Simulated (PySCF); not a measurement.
Ionisation energy of Dy⁵⁰⁺ by level of theory

Dy⁵⁰⁺ [Ne] 3s2 3p4 (3P) → Dy⁵¹⁺ [Ne] 3s2 3p3 (4S), as a difference of total energies. Calculation: PySCF 2.14, in an even-tempered Gaussian basis (17 s from 11 bohr⁻², ratio 2.5; 12 p from 14 bohr⁻², ratio 2.5; 4 d from 60 bohr⁻², ratio 2.7; 4 f from 90 bohr⁻², ratio 2.7); scalar relativity by spin-free X2C-1e. Correlated levels: outer shells: 1s2 frozen; virtual orbitals above 40 to 60 times the deepest correlated orbital energy dropped. The calculations carry no spin-orbit coupling.

```tsv
method	ionisation energy (eV)
UHF	4573.7
MP2 (outer shells)	4574.8
SCS-MP2 (outer shells)	4574.8
CCSD (outer shells)	4574.8
CCSD(T) (outer shells)	4574.8
```

Spin-orbit coupling is strong in these open shells (close to jj coupling). The scalar numbers leave it out and a first-order estimate fails, so it can dominate the gap to the real levels.

The ground level that NIST lists for one species does not belong to the high-spin term computed here, so part of any gap is the choice of state.

Breit and QED terms and the two-electron picture change are absent.

For comparison: 4523 ± 4 eV (theoretical estimate listed by NIST; NIST Atomic Spectra Database, ionization energies).
